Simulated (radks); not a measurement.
Valence configurations of Cu (all share [Ar]). All-electron calculation, Dirac Kohn-Sham, PBE, spin-unpolarised, spherical densities, point nucleus; open shells fill j = l - 1/2 first. Program: a radial shooting solver on a logarithmic mesh with Libxc functionals. Energies are relative to 3d10 4s1; eigenvalues in eV.

3d10 4s1: E (eV) 0.000; e(3d3/2) -5.203; e(3d5/2) -4.933; e(4s1/2) -4.610
3d9.5 4s1.5: E (eV) 0.519; e(3d3/2) -7.269; e(3d5/2) -6.987; e(4s1/2) -5.183
3d9 4s2: E (eV) 1.853; e(3d3/2) -9.684; e(3d5/2) -9.391; e(4s1/2) -5.811
3d10 4s0.5 4p0.5: E (eV) 1.996; e(3d3/2) -6.320; e(3d5/2) -6.049; e(4p1/2) -1.286; e(4s1/2) -5.399
3d10 4p1: E (eV) 4.104; e(3d3/2) -7.273; e(3d5/2) -7.001; e(4p1/2) -1.725
3d9 4s1 4p1: E (eV) 6.646; e(3d3/2) -11.702; e(3d5/2) -11.407; e(4p1/2) -2.131; e(4s1/2) -7.106
3d8 4s1 4p2: E (eV) 18.869; e(3d3/2) -18.978; e(3d5/2) -18.657; e(4p1/2) -3.340; e(4s1/2) -9.278
3d7.5 4s2 4p1.5: E (eV) 21.073; e(3d3/2) -21.361; e(3d5/2) -21.027; e(4p1/2) -3.284; e(4s1/2) -9.449
3d7.5 4s1 4p2.5: E (eV) 27.417; e(3d3/2) -22.946; e(3d5/2) -22.611; e(4p1/2) -3.941; e(4p3/2) -3.811; e(4s1/2) -10.332

NIST lists [Ar] 3d10 4s1 as the ground configuration; this level of theory agrees among the configurations tried. The energies are those of spherical spin-averaged densities, not of single terms.
